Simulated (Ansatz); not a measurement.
Harmonic frequencies (cm⁻¹) at PBE0-D4/def2-TZVP from Ansatz: 291, 440, 624, 950, 1044, 1058, 1159, 1161, 1299, 1319, 1444, 1550, 1625, 3148, 3150, 3214, 3254, 3257.

(1) Which molecule is it?
A. `F[Si-](F)(F)(F)F`
B. `C=C[CH2+]`
C. `CC[O-]`
D. `CS(=O)(=O)[O-]`

## Answers

(1) B.
